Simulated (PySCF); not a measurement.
# Reading the logs of faulty runs: C2GeH7O cation

These are calculations, not measurements. They come from PySCF 2.14.0, an open-source quantum chemistry program, on an isolated molecule that a program drew, which may never have been made. The molecule is C2GeH7O cation (charge +1, singlet), drawn as the SMILES string `C[CH2][GeH+][OH]`.

Each row is a Hartree-Fock (HF) and frozen-core CCSD(T) single point in the cc-pVDZ basis, meant for a local HF minimum. Run 1 is clean. Each other run has one planted mistake out of seven kinds, and not every kind appears here: one electron removed, one electron added, multiplicity raised by two, geometry at a saddle point, minimal basis STO-3G, one bond length entered in bohr, all coordinates scaled. The reference is restricted for singlets and unrestricted otherwise, and also for a bond in bohr. Adding or removing an electron swaps singlet and doublet. Electrons count all cores. HOMO and LUMO are orbital energies over both spins, the gradient is its largest component, and the lowest frequency (negative if imaginary) is given only where the gradient is small. Bond lengths are over the 10 bonds as drawn. T1 is the CCSD diagnostic: over 0.02 (restricted) or 0.045 (unrestricted) a single reference is doubtful. Germanium has the cc-pVDZ-PP basis, with a core potential (ECP10MDF) in place of its 10 inner electrons, and its 3s, 3p and 3d shells are frozen in CCSD(T).

Geometry of the clean run:
```xyz
11
C2GeH7O cation, angstrom
C    -0.8740   -1.6274   -0.1626
C    -1.1674   -0.2415   -0.7503
Ge   -0.3816    1.2246    0.2216
O     0.5313    0.7941    1.5972
H    -1.3637   -2.3733   -0.7878
H    -1.2600   -1.7258    0.8510
H     0.1936   -1.8421   -0.1487
H    -2.2379   -0.0154   -0.7855
H    -0.7988   -0.1305   -1.7751
H    -0.4578    2.7111   -0.0610
H     0.9605    1.4439    2.1452
```

```
run,electrons,basis functions,<S^2>,HOMO (eV),LUMO (eV),gradient (hartree/bohr),lowest frequency (cm^-1),mean bond (Å),longest bond (Å),T1,HF (hartree),CCSD(T) (hartree),mistake
1,58,100,0.000,-17.45,-4.52,1.2e-05,43,1.3091,1.926,0.0155,-447.81447,-448.43154,no fault
2,57,100,0.780,-24.65,-15.36,8.4e-02,-,1.3091,1.926,0.0317,-447.21096,-447.81531,one electron removed
3,58,100,0.720,-15.20,-4.68,2.0e-02,-,1.4060,2.059,0.0545,-447.68438,-448.29896,one bond length entered in bohr
4,58,100,0.000,-17.80,-4.11,1.2e-01,-,1.1886,1.749,0.0119,-447.70144,-448.29390,all coordinates scaled
5,58,100,2.013,-12.20,-8.97,1.0e-01,-,1.3091,1.926,0.0366,-447.62576,-448.23480,?
6,59,100,0.770,-5.98,3.15,4.7e-02,-,1.3091,1.926,0.0123,-448.00677,-448.63215,?
```

**Which mistake was planted in run 5, and what did it cost?**

Electrons, basis and geometry are unchanged, and <S^2> is 2.013, beside S(S+1) = 2.00 for a multiplicity of 3. So the mistake is: multiplicity raised by two. Subtracting run 1 and multiplying by 627.51 kcal/mol a hartree, the energy moved by 118.4 kcal/mol in HF and 123.5 kcal/mol in CCSD(T).

**Which mistake was planted in run 6, and what did it cost?**

It counts 59 electrons, one more than the clean run, at the same geometry and basis. So the mistake is: one electron added. Subtracting run 1 and multiplying by 627.51 kcal/mol a hartree, the energy moved by -120.7 kcal/mol in HF and -125.9 kcal/mol in CCSD(T).

Cautions from the logs. Run 3: T1 is over the limit, so its CCSD(T) energy is less reliable.
